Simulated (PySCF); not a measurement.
**[TaOCl4]− relaxed at several levels**

Computed with PySCF 2.14.0, def2-SVP on the ligands, density fitting, scalar-relativistic core potentials, no spin-orbit coupling, vacuum. Each row is relaxed at its own level from the same template. Distances are means of the shortest metal–ligand contacts, charges and spins Mulliken's.

```
level   basis on the metal  point group  M–O (Å)  M–Cl (Å)  charge on M (e)  HOMO–LUMO gap (eV)  strongest infrared band, degenerate modes summed (cm⁻¹)  unstable modes (below −25 cm⁻¹)
  PBE  def2-SVP with ECP60          C3v    1.758     2.409             0.56                3.63                                                      913                                0
```

Task: What does the calculation give for BP86, def2-SVP with ECP60?

Result: point group: C3v, M–O (Å): 1.759, M–Cl (Å): 2.413, charge on M (e): 0.58, HOMO–LUMO gap (eV): 3.59, unstable modes (below −25 cm⁻¹): not given.
```xyz
6

Ta    0.0000    0.0000    0.2347
O     0.0000    0.0000    1.9941
Cl    0.0000    0.0000   -2.3039
Cl    2.3675    0.0000    0.1079
Cl   -1.1838    2.0503    0.1079
Cl   -1.1838   -2.0503    0.1079
```

One start shape was tried for each, so a minimum needn't be the lowest isomer.
